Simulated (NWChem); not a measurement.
System meant: CH$_{3}$BrMgO; SMILES C[O][Mg][Br]

NWChem input:

```
start job
memory heap 200 mb stack 900 mb global 1100 mb
geometry units angstroms noautoz
  Mg     0.290155    -0.228263    -0.364179
  Br    -0.889139     0.736063     1.419935
  O      1.175340    -0.952027    -1.703317
  C      1.866346    -1.516370    -2.747700
  H      2.265561    -0.752307    -3.443926
  H      2.731701    -2.114477    -2.399427
  H      1.230019    -2.195416    -3.349259
end
basis spherical
  * library def2-svp
end
dft
  xc b3lyp
  iterations 4
  mulliken
end
task dft energy
```

End of the output:

```
    Atom       Charge   Shell Charges
 -----------   ------   -------------------------------------------------------
    1 Mg  12    11.94   2.00  1.93  0.36  0.11  5.84  0.63  0.42  0.64
    2 Br  35    34.89   2.00  2.00  1.96  1.08  0.65  5.99  5.81  2.45  2.93  7.84  2.04  0.14
    3 O    8     8.27   1.97  0.88  0.58  2.78  2.04  0.01
    4 C    6     5.91   1.96  0.57  0.29  1.82  1.12  0.14
    5 H    1     1.00   0.66  0.28  0.06
    6 H    1     1.00   0.66  0.28  0.06
    7 H    1     1.00   0.66  0.28  0.06

 center of mass
 --------------
 x =   0.00000000 y =  -0.00000000 z =   0.41559677

 moments of inertia (a.u.)
 ------------------
        1984.696013982806           0.000000000000           0.000000000000
           0.000000000000        1984.696013982806          -0.000000000000
           0.000000000000          -0.000000000000          11.386570606270

     Multipole analysis of the density
     ---------------------------------

     L   x y z        total         alpha         beta         nuclear
     -   - - -        -----         -----         ----         -------
     0   0 0 0     -0.000000    -32.000000    -32.000000     64.000000

     1   1 0 0     -0.000000     -0.000000     -0.000000      0.000000
     1   0 1 0      0.000000      0.000000      0.000000     -0.000000
     1   0 0 1     -0.549593     -0.274797     -0.274797     -0.000000

     2   2 0 0    -29.333151    -17.491116    -17.491116      5.649081
     2   1 1 0     -0.000000     -0.000000     -0.000000      0.000000
     2   1 0 1      0.000000      0.000000      0.000000     -0.000000
     2   0 2 0    -29.333151    -17.491116    -17.491116      5.649081
     2   0 1 1      0.000000      0.000000      0.000000      0.000000
     2   0 0 2    -35.060626   -537.065963   -537.065963   1039.071300

 ------------------------------------------------------------------------
 dft energy failed                                                                                  0
 ------------------------------------------------------------------------
 ------------------------------------------------------------------------
  current input line :
    20: task dft energy
 ------------------------------------------------------------------------
 ------------------------------------------------------------------------
 This type of error is most commonly associated with calculations not reaching convergence criteria
 ------------------------------------------------------------------------
 For more information see the NWChem manual at https://nwchemgit.github.io

0:dft energy failed:Received an Error in Communication
```

Q: What is wrong, and how is it mended?

A: Convergence was not reached. Cause: the SCF was allowed too few iterations. This input runs:
```
start job
memory heap 200 mb stack 900 mb global 1100 mb
geometry units angstroms noautoz
  Mg     0.290155    -0.228263    -0.364179
  Br    -0.889139     0.736063     1.419935
  O      1.175340    -0.952027    -1.703317
  C      1.866346    -1.516370    -2.747700
  H      2.265561    -0.752307    -3.443926
  H      2.731701    -2.114477    -2.399427
  H      1.230019    -2.195416    -3.349259
end
basis spherical
  Mg library def2-svp
  Br library def2-svp
  O library def2-svp
  C library def2-svp
  H library def2-svp
end
dft
  xc b3lyp
  iterations 150
  mulliken
end
task dft energy
```
It converges to -2889.05706 Ha (B3LYP/def2-SVP).
